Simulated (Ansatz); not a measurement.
Cost and result for the atomization energy of CH4F2Si2 (9 atoms, 8 bonds).

```tsv
atom	x (Å)	y (Å)	z (Å)
F1	0.9388	-1.7080	-1.1019
Si2	-0.6127	-1.2084	-1.1136
F3	-0.5103	0.0176	-2.1826
C4	-0.7092	-0.1381	0.7165
Si5	0.6504	0.9804	0.7104
H6	-1.7035	0.2964	0.6423
H7	-0.6711	-0.9551	1.4333
H8	2.0177	0.4990	0.9922
H9	0.5998	2.2161	-0.0967
```

Charge 0, multiplicity 1. The bonds changed during the relaxation, so this is another structure than the one it started from. All single points use the PBE0-D4/def2-TZVP geometry. Program: Ansatz. All runs use 4 threads of a server CPU on a shared host. Times are those of one run each, without the atoms' runs, and a repeat can differ threefold. Electronic energies, without spin–orbit coupling; frozen cores. CCSD(T)/CBS adds CCSD(T) − MP2 in def2-TZVPP to the MP2 limit, and its time is that of the two runs behind it. T1 = 0.027; the RHF reference is unstable towards UHF. B3LYP takes the VWN-RPA correlation (the form of Gaussian; ORCA's B3LYP/G).

CCSD(T)/CBS is a level of theory with its own doubt, some kJ/mol a heavy atom from the limit and from the frozen cores, so smaller differences don't rank the functionals.

| level | functions | wall time |
| --- | --- | --- |
| BLYP-D4/def2-TZVPP | 233 | 1.2 s |
| PBE-D4/def2-TZVPP (with forces) | 233 | 1.4 s |
| BHLYP-D4/def2-TZVPP | 233 | 1.6 s |
| CAM-B3LYP-D4/def2-TZVPP | 233 | 1.7 s |
| CCSD(T)/def2-SVP | 98 | 2.1 s |
| B3LYP-D4/def2-TZVPP (with forces) | 233 | 2.2 s |
| B2PLYP/def2-TZVPP | 233 | 2.5 s |
| ωB97X-V/def2-TZVPP | 233 | 3.3 s |
| B97M-V/def2-TZVPP | 233 | 3.4 s |
| ωB97M-V/def2-TZVPP (with forces) | 233 | 4.5 s |
| MP2/def2-QZVPP | 431 | 11 s |
| CCSD(T)/def2-TZVPP | 233 | 29 s |
| CCSD(T)/CBS(def2) | – | 40 s |

Q: What atomization energy does each give, and how far from CCSD(T)/CBS? (Estimate.)

A: The calculation gave: 
| level | atomization (kJ/mol) | difference from CCSD(T)/CBS | per bond |
| --- | --- | --- | --- |
| BLYP-D4/def2-TZVPP | 3220.2 | 9.3 | 1.2 |
| PBE-D4/def2-TZVPP (with forces) | 3261.2 | 50.3 | 6.3 |
| BHLYP-D4/def2-TZVPP | 3082.8 | -128.1 | -16.0 |
| CAM-B3LYP-D4/def2-TZVPP | 3199.3 | -11.6 | -1.5 |
| CCSD(T)/def2-SVP | 2956.0 | -254.9 | -31.9 |
| B3LYP-D4/def2-TZVPP (with forces) | 3199.2 | -11.7 | -1.5 |
| B2PLYP/def2-TZVPP | 3161.0 | -49.9 | -6.2 |
| ωB97X-V/def2-TZVPP | 3187.9 | -23.0 | -2.9 |
| B97M-V/def2-TZVPP | 3225.0 | 14.1 | 1.8 |
| ωB97M-V/def2-TZVPP (with forces) | 3199.8 | -11.1 | -1.4 |
| MP2/def2-QZVPP | 3232.7 | 21.8 | 2.7 |
| CCSD(T)/def2-TZVPP | 3111.1 | -99.8 | -12.5 |
| CCSD(T)/CBS(def2) | 3210.9 | 0.0 | 0.0 |

The D4 term adds +37.1 kJ/mol with B3LYP and +19.2 kJ/mol with PBE0; it sums over pairs of atoms, weighted by their polarisabilities, and B3LYP, whose exchange is more repulsive, gets the larger term. From BLYP to BHLYP (50 % exact exchange), in def2-TZVPP and without D4, the atomization energy moves by −117.6 kJ/mol: exact exchange takes away binding that semilocal exchange gives to molecules. At CCSD(T), def2-SVP lies −254.9 kJ/mol from the extrapolated value and def2-TZVPP −99.8 kJ/mol: correlation converges slowly with the basis, and small sets miss more of it in the bonded molecule than in its fragments.
